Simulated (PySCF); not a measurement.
First SCF of a structure search on triplet CoCl3, at a hand-made trigonal planar geometry. PySCF input:

```python
from pyscf import gto, scf, dft
mol = gto.M(atom='''
Co     0.000000     0.000000     0.000000
Cl     2.100000     0.000000     0.000000
Cl    -1.050000     1.818700     0.000000
Cl    -1.050000    -1.818700     0.000000''',
    basis={'Co': 'def2-TZVP', 'Cl': 'def2-TZVP'},
    charge=0, spin=2)
mf = dft.UKS(mol, xc='PBE0')
mf.grids.atom_grid = (50, 194)
aux = {'Co': 'def2-universal-JKFIT', 'Cl': 'def2-universal-JKFIT'}
mf = mf.density_fit(auxbasis=aux)
mf.conv_tol = 1e-08
mf.diis_space = 10
mf.max_cycle = 60
mf.init_guess = 'minao'
mf.verbose = 4
mf.kernel()
```

Excerpt of the output (cycles alone):

```
init E= -2761.86793516368
cycle= 1 E= -2745.0829120225  delta_E= 16.8  |g|= 5.76  |ddm|= 10.1
cycle= 2 E= -2654.76471038968  delta_E= 90.3  |g|= 17.5  |ddm|= 15.1
cycle= 3 E= -2722.86832406156  delta_E= -68.1  |g|= 12.2  |ddm|= 7.04
cycle= 4 E= -2738.32724953395  delta_E= -15.5  |g|= 9.79  |ddm|= 2.57
cycle= 5 E= -2748.40661913773  delta_E= -10.1  |g|=  7.3  |ddm|= 2.65
cycle= 6 E= -2749.36882030997  delta_E= -0.962  |g|=  6.2  |ddm|= 3.11
cycle= 7 E= -2755.15695447368  delta_E= -5.79  |g|= 5.09  |ddm|= 3.07
cycle= 8 E= -2758.55567713056  delta_E= -3.4  |g|= 2.99  |ddm|= 2.35
cycle= 9 E= -2762.58899592202  delta_E= -4.03  |g|= 0.659  |ddm|= 1.82
cycle= 10 E= -2762.70742769125  delta_E= -0.118  |g|= 0.539  |ddm|= 0.595
cycle= 11 E= -2762.75322821118  delta_E= -0.0458  |g|= 0.381  |ddm|= 0.17
cycle= 12 E= -2762.79445570313  delta_E= -0.0412  |g|= 0.0728  |ddm|= 0.207
cycle= 13 E= -2762.7967049621  delta_E= -0.00225  |g|= 0.0688  |ddm|= 0.0819
cycle= 14 E= -2762.79883571225  delta_E= -0.00213  |g|= 0.0184  |ddm|= 0.051
cycle= 15 E= -2762.79986318764  delta_E= -0.00103  |g|= 0.0154  |ddm|= 0.0426
cycle= 16 E= -2762.80093113172  delta_E= -0.00107  |g|= 0.0151  |ddm|= 0.0532
cycle= 17 E= -2762.8023049104  delta_E= -0.00137  |g|= 0.00814  |ddm|= 0.131
cycle= 18 E= -2762.8023564127  delta_E= -5.15e-05  |g|= 0.00205  |ddm|= 0.00876
cycle= 19 E= -2762.80238534955  delta_E= -2.89e-05  |g|= 0.0011  |ddm|= 0.0152
cycle= 20 E= -2762.80238931253  delta_E= -3.96e-06  |g|= 0.00107  |ddm|= 0.00527
cycle= 21 E= -2762.80239161407  delta_E= -2.3e-06  |g|= 0.000524  |ddm|= 0.00275
cycle= 22 E= -2762.80239280761  delta_E= -1.19e-06  |g|= 0.000185  |ddm|= 0.00326
cycle= 23 E= -2762.80239293442  delta_E= -1.27e-07  |g|= 6.7e-05  |ddm|= 0.00101
cycle= 24 E= -2762.80239295649  delta_E= -2.21e-08  |g|= 3.98e-05  |ddm|= 0.000462
cycle= 25 E= -2762.80239295873  delta_E= -2.23e-09  |g|= 1.11e-05  |ddm|= 0.000147
Extra cycle  E= -2762.80239295865  delta_E= 8e-11  |g|= 2.82e-05  |ddm|= 2.32e-05
converged SCF energy = -2762.80239295865  <S^2> = 2.2492277  2S+1 = 3.1617892
```

This is not the lowest solution: another start and a stability analysis within the same unrestricted form found one 19.3 kJ/mol lower, at -2762.80975 Eh.

Open d and f shells are described by one determinant, and the ground state may have another occupation or spin.

The search for the lowest solution, 3 starts and the stability check together, took 100 s on 4 threads of a shared Arm Neoverse V1 host, with 156 basis functions; the process peaked at 0.78 GiB.
